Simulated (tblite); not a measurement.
Compound: C5H8NO2 (doublet state).
SMILES with atom numbers: `[CH3:1][N:2][C:3](=[O:4])[C@H:5]([CH3:6])[CH:7]=[O:8]` (hydrogens: H9, H10, H11 on C1; H12 on C5; H13, H14, H15 on C6; H16 on C7)
Bond orders are those of one Lewis drawing.

Computed with GFN2-xTB (tblite), gas phase: L-BFGS steps from a force-field or distance-geometry start until the largest atomic force falls under 0.01 eV/Å.

Step 14: E = -700.2872 eV
```
atom  x, y, z in Å  |  force x, y, z in eV/Å
C1      2.0952    0.1105    0.7108   -0.004   0.153   0.021
N2      0.8843    0.7780    0.8874    0.009  -0.116   0.166
C3     -0.3094    0.4217    1.2327   -0.067  -0.029  -0.029
O4     -0.9320    0.4680    2.2651    0.003   0.064  -0.063
C5     -1.1436    0.0098   -0.0785    0.046  -0.087   0.056
C6     -0.5178   -1.2027   -0.7707   -0.046  -0.049  -0.012
C7     -1.3232    1.1848   -0.9940   -0.043  -0.169  -0.086
O8     -0.8919    2.2842   -0.8511    0.074   0.214  -0.057
H9      2.1445   -0.4645   -0.2171   -0.117  -0.031  -0.232
H10     2.3089   -0.5879    1.5216    0.014  -0.089   0.206
H11     2.8579    0.8758    0.6545    0.337   0.162  -0.020
H12    -2.1382   -0.2199    0.3160   -0.016  -0.187   0.026
H13    -1.2871   -1.8462   -1.1879   -0.094   0.024  -0.077
H14     0.1589   -0.9165   -1.5762   -0.064   0.098   0.089
H15     0.0422   -1.8022   -0.0535   -0.066   0.030   0.019
H16    -1.9562    0.9159   -1.8704    0.033   0.012  -0.006
```

Step 15: E = -700.2979 eV
```
atom  x, y, z in Å  |  force x, y, z in eV/Å
C1      2.1067    0.1145    0.7163   -0.056   0.113   0.008
N2      0.8940    0.7778    0.9138   -0.009  -0.183   0.207
C3     -0.3039    0.4196    1.2430   -0.092   0.050  -0.095
O4     -0.9489    0.4733    2.2619    0.091   0.064  -0.029
C5     -1.1345    0.0122   -0.0719   -0.002  -0.127  -0.046
C6     -0.5237   -1.1998   -0.7742   -0.010  -0.072  -0.033
C7     -1.3268    1.1764   -0.9964    0.032  -0.085  -0.106
O8     -0.8977    2.2789   -0.8671    0.043   0.197  -0.073
H9      2.1393   -0.4604   -0.2165   -0.091   0.047  -0.145
H10     2.3273   -0.5934    1.5217    0.019   0.001   0.129
H11     2.8685    0.8851    0.6567    0.246   0.052  -0.023
H12    -2.1310   -0.2161    0.3160   -0.033  -0.199   0.093
H13    -1.3057   -1.8227   -1.1991   -0.065  -0.010  -0.064
H14     0.1570   -0.9179   -1.5769   -0.053   0.126   0.058
H15     0.0324   -1.8129   -0.0673   -0.083  -0.005   0.058
H16    -1.9608    0.8943   -1.8713    0.062   0.030   0.061
```

Q: Estimate the geometry and energy of step 16. (The exact step hangs on the optimiser's Hessian estimate; all steps are aligned on step 15, rigid shifts and turns removed.)

A: E = -700.3065 eV, largest force 0.268 eV/Å
```
atom  x, y, z in Å  |  force x, y, z in eV/Å
C1      2.1160    0.1192    0.7203   -0.051   0.035  -0.005
N2      0.9014    0.7748    0.9367    0.001  -0.180   0.198
C3     -0.3013    0.4184    1.2487   -0.074   0.082  -0.130
O4     -0.9603    0.4786    2.2586    0.107   0.065   0.020
C5     -1.1288    0.0119   -0.0676   -0.058  -0.101  -0.109
C6     -0.5288   -1.1992   -0.7771    0.006  -0.065  -0.042
C7     -1.3283    1.1700   -0.9992    0.096   0.030  -0.076
O8     -0.9014    2.2760   -0.8801    0.003   0.088  -0.078
H9      2.1331   -0.4560   -0.2184   -0.057   0.128  -0.020
H10     2.3407   -0.5969    1.5239    0.029   0.096   0.014
H11     2.8818    0.8927    0.6578    0.100  -0.072  -0.019
H12    -2.1265   -0.2184    0.3169   -0.022  -0.179   0.124
H13    -1.3206   -1.8054   -1.2084   -0.029  -0.038  -0.053
H14     0.1544   -0.9160   -1.5757   -0.029   0.127   0.017
H15     0.0237   -1.8202   -0.0761   -0.091  -0.047   0.076
H16    -1.9628    0.8796   -1.8716    0.069   0.032   0.082
```

The energy changes by -0.0086 eV. The first-order estimate −F·Δx gives -0.0119 eV and the mean of the old and new forces, exact on a quadratic surface, -0.0086 eV. The step makes an angle of 70° with the force vector and moves no atom by more than 0.025 Å.

The cost below is that of the whole relaxation. Hardware: one thread, Arm Neoverse V1 (aarch64), on a shared host. Cost: 0.97 s wall.
